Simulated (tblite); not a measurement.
Species: C₆H₆NSe (doublet state).
Numbering: `[CH2:1]=[CH:2][C@@H:3]1[CH:4][Se:5][C@H:6]1[C:7]#[N:8]` (hydrogens: H9, H10 on C1; H11 on C2; H12 on C3; H13 on C4; H14 on C6)
Bond orders are those of one Lewis drawing.

Computed with GFN2-xTB (tblite), gas phase: L-BFGS steps from a force-field or distance-geometry start until the largest atomic force falls under 0.01 eV/Å.

Step 30: E = -594.2027 eV
```
atom  x, y, z in Å  |  force x, y, z in eV/Å
C1      1.7604   -1.2466   -0.4662   -0.004  -0.034  -0.013
C2      1.2001   -0.0673   -0.6570    0.003   0.040  -0.002
C3     -0.2616    0.2404   -0.4554    0.036  -0.006   0.031
C4     -0.5929    1.6748   -0.7185    0.007  -0.070  -0.042
Se5    -1.3178    2.1451    0.9321   -0.060   0.018   0.099
C6     -0.6711    0.2373    1.0477   -0.006  -0.040  -0.029
C7     -1.7336   -0.6556    1.3707   -0.029  -0.037  -0.018
N8     -2.6099   -1.3604    1.5887    0.074   0.029  -0.005
H9      2.8224   -1.3819   -0.5926   -0.066  -0.055   0.000
H10     1.1906   -2.1183   -0.1813    0.020   0.050   0.004
H11     1.7983    0.7886   -0.9409    0.025  -0.029   0.018
H12    -0.8682   -0.4751   -1.0317    0.045   0.029   0.057
H13    -0.8803    2.0915   -1.6656   -0.017   0.045  -0.040
H14     0.1628    0.1271    1.7478   -0.028   0.061  -0.060
```

Step 31: E = -594.2040 eV
```
atom  x, y, z in Å  |  force x, y, z in eV/Å
C1      1.7601   -1.2494   -0.4703   -0.005  -0.039   0.022
C2      1.1990   -0.0699   -0.6546    0.025   0.042  -0.027
C3     -0.2613    0.2425   -0.4546    0.039  -0.004   0.017
C4     -0.5891    1.6778   -0.7180   -0.010  -0.047  -0.024
Se5    -1.3311    2.1462    0.9276   -0.034  -0.025   0.074
C6     -0.6759    0.2380    1.0448   -0.019  -0.002   0.003
C7     -1.7331   -0.6591    1.3709   -0.018  -0.025  -0.006
N8     -2.6037   -1.3671    1.6000    0.046   0.007  -0.012
H9      2.8220   -1.3829   -0.5983   -0.063  -0.055  -0.005
H10     1.1936   -2.1208   -0.1810    0.001   0.021   0.000
H11     1.8006    0.7818   -0.9401    0.031   0.018   0.009
H12    -0.8673   -0.4718   -1.0315    0.026   0.020   0.035
H13    -0.8702    2.0999   -1.6652   -0.008   0.025  -0.033
H14     0.1557    0.1342    1.7480   -0.010   0.063  -0.052
```

Step 32: E = -594.2048 eV
```
atom  x, y, z in Å  |  force x, y, z in eV/Å
C1      1.7596   -1.2512   -0.4721   -0.009  -0.019   0.035
C2      1.1997   -0.0705   -0.6532    0.036   0.027  -0.030
C3     -0.2598    0.2442   -0.4538    0.030   0.005   0.000
C4     -0.5890    1.6788   -0.7184   -0.026  -0.007  -0.002
Se5    -1.3376    2.1468    0.9273   -0.012  -0.051   0.030
C6     -0.6780    0.2385    1.0430   -0.020   0.024   0.015
C7     -1.7326   -0.6605    1.3697    0.001  -0.010  -0.001
N8     -2.6001   -1.3697    1.6046    0.007  -0.024  -0.009
H9      2.8206   -1.3860   -0.6011   -0.039  -0.050  -0.011
H10     1.1952   -2.1217   -0.1800   -0.026  -0.005   0.002
H11     1.8039    0.7781   -0.9394    0.035   0.047   0.001
H12    -0.8644   -0.4695   -1.0312    0.008   0.003   0.016
H13    -0.8699    2.1043   -1.6651    0.004   0.001  -0.013
H14     0.1517    0.1381    1.7476    0.013   0.060  -0.033
```

Q: Estimate the geometry and energy of step 33. (The exact step hangs on the optimiser's Hessian estimate; all steps are aligned on step 32, rigid shifts and turns removed.)

A: E = -594.2055 eV, largest force 0.065 eV/Å
```
atom  x, y, z in Å  |  force x, y, z in eV/Å
C1      1.7590   -1.2524   -0.4723   -0.014   0.005   0.035
C2      1.2015   -0.0702   -0.6525    0.037   0.009  -0.023
C3     -0.2577    0.2456   -0.4533    0.016   0.014  -0.014
C4     -0.5907    1.6791   -0.7191   -0.034   0.023   0.021
Se5    -1.3404    2.1464    0.9289   -0.001  -0.054  -0.012
C6     -0.6790    0.2393    1.0419   -0.011   0.030   0.013
C7     -1.7321   -0.6609    1.3679    0.013  -0.003   0.005
N8     -2.5981   -1.3708    1.6058   -0.015  -0.042  -0.009
H9      2.8187   -1.3901   -0.6026   -0.013  -0.044  -0.014
H10     1.1953   -2.1219   -0.1787   -0.051  -0.019   0.005
H11     1.8078    0.7766   -0.9388    0.033   0.056  -0.003
H12    -0.8610   -0.4683   -1.0308   -0.003  -0.011   0.003
H13    -0.8739    2.1063   -1.6651    0.012  -0.017   0.003
H14     0.1498    0.1408    1.7466    0.030   0.052  -0.012
```

The energy changes by -0.0007 eV. The first-order estimate −F·Δx gives -0.0009 eV and the mean of the old and new forces, exact on a quadratic surface, -0.0007 eV. The step makes an angle of 60° with the force vector and moves no atom by more than 0.005 Å.

The cost below is that of the whole relaxation. Time: 0.64 s wall. Hardware: one thread of an Arm Neoverse V2, on a shared host.
